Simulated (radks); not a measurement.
Values are calculated unless marked as measured or tabulated.
The mean radii <r> (bohr) of the occupied orbitals of an atom or ion are listed with their occupations. Level of theory: scalar-relativistic Kohn-Sham, BLYP, spin-unpolarised, spherical densities, finite nucleus; Fermi nuclear charge, rms radius of each element as measured or else 0.836 A^(1/3) + 0.57 fm (a radial shooting solver on a logarithmic mesh with Libxc functionals).

orbital  occ.      <r>
1s          2  0.06644
2s          2   0.3083
2p          6   0.2741
3s          2   0.9485
3p          6    1.017
3d          3    1.450
4s          2    3.347

Name the element and its charge.

Answer. Z = 23, vanadium, charge 0: V in [Ar] 3d3 4s2. The 1s radius gives Z: for a bare nucleus <r> = (2 gamma + 1)/(2Z) with gamma = sqrt(1 - (Z/c)^2), 0.0646 bohr for Z = 23, and screening makes it slightly larger (0.06644 here). The occupations add up to 23, and the charge is Z minus that.
